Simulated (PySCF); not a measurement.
ethenoxy(silyl)silane (C2H8OSi2), SMILES C=CO[SiH2][SiH3].

Geometry: PBE0-D3(BJ)/def2-SVP. Other conformers were not sampled.

All values below come from SMD-B3LYP/def2-SVP in PySCF.

Solvation free energies are E(SMD) − E(gas) at the gas-phase geometry, for 1 M in both phases. In vacuum the dipole moment is 0.45 D.

```json
[
 {"solvent": "water", "ΔG(solv) (kcal/mol)": "2.6", "its non-electrostatic (CDS) part": "5.3", "dipole (D)": "0.70"},
 {"solvent": "2-propanol", "ΔG(solv) (kcal/mol)": "-1.3", "its non-electrostatic (CDS) part": "1.1", "dipole (D)": "0.65"},
 {"solvent": "tetrahydrofuran", "ΔG(solv) (kcal/mol)": "-1.3", "its non-electrostatic (CDS) part": "0.4", "dipole (D)": "0.55"}
]
```
